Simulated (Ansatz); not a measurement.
Co2Pt. Total charge 0; quintet. Geometry PBE-D4/def2-TZVP; atoms count from 1.

Cartesian coordinates in Å:
```
Pt -0.459 0.461 1.225
Co -0.805 -0.189 -1.015
Co 1.264 -0.272 -0.209
```

In the def2 sets Pt takes a core potential; there is no spin–orbit coupling. The charge 0 quintet is spin-contaminated (final ⟨S²⟩ up to 6.27, 6.00 for a pure state). The structure comes from a short search, and lower isomers may exist.

Question: Estimate the Mulliken populations from the PBE0/def2-TZVP orbitals of Ansatz.

Answer: 
```json
{"atom": "Pt1", "charge (e)": "-0.28", "spin (α − β)": "-0.02", "d electrons": "9.35"}
{"atom": "Co2", "charge (e)": "0.13", "spin (α − β)": "1.94", "d electrons": "7.94"}
{"atom": "Co3", "charge (e)": "0.15", "spin (α − β)": "2.08", "d electrons": "7.78"}
```
Mulliken values depend strongly on the basis.

Question: Where does the spin sit?

Answer: Summed by element: Pt -0.02, Co 4.02, of 4 unpaired in all. Largest on single atoms: Co3 2.08, Co2 1.94, Pt1 -0.02.

Question: And the Mayer bond orders between heavy atoms (over 0.3)?

Answer: Pt1–Co2 0.80 (2.36 Å); Pt1–Co3 0.95 (2.36 Å); Co2–Co3 0.84 (2.22 Å).
